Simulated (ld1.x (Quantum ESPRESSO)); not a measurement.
**tellurium (Te): excitation energies, all-electron against TM**

```json
{
  "Element": "Te (Z = 52)",
  "Generator": "ld1.x (Quantum ESPRESSO) 7.5",
  "Type": "norm-conserving Troullier–Martins (Kleinman–Bylander form)",
  "Functional": "PBEsol",
  "Relativity": "fully relativistic",
  "Frozen core": "[Kr] 4d10",
  "Valence charge": "6",
  "Reference configuration": "5s1.75 5p4.25",
  "Partial waves": "5s (bound): rc 1.80 bohr; 5p (bound): rc 2.30 bohr; 5d channel at 0.2 Ry: rc 2.45 bohr",
  "Local potential": "all-electron potential smoothed inside 1.80 bohr (lloc = -2)",
  "Core correction": "Bessel-smoothed model core, default radius (core density twice the valence density)"
}
```

Open shells are filled in proportion to 2j + 1 (rel_dist='average').

Energies are relative to the spin-unpolarised reference configuration 5s1.75 5p4.25; without spin polarisation the order of configurations can differ from experiment.

Q: Give the all-electron excitation energy and the error of the potential for: 5s2 5p4; 5s2 5p3; 5s2 5p2; 5s2 5p4.3; 5s2 5p3.5; 5s2 5p1; 5s2 5p0.

A:

| valence configuration | charge | ΔE all-electron (eV) | error AE − PS (meV) |
| --- | --- | --- | --- |
| 5s2 5p4 | 0 | -2.294 | -0.5 |
| 5s2 5p3 | +1 | 7.480 | +0.3 |
| 5s2 5p2 | +2 | 25.474 | -4.2 |
| 5s2 5p4.3 | -0.3 | -3.772 | -0.3 |
| 5s2 5p3.5 | +0.5 | 1.624 | -0.2 |
| 5s2 5p1 | +3 | 52.460 | -40 |
| 5s2 5p0 | +4 | 89.019 | -167 |
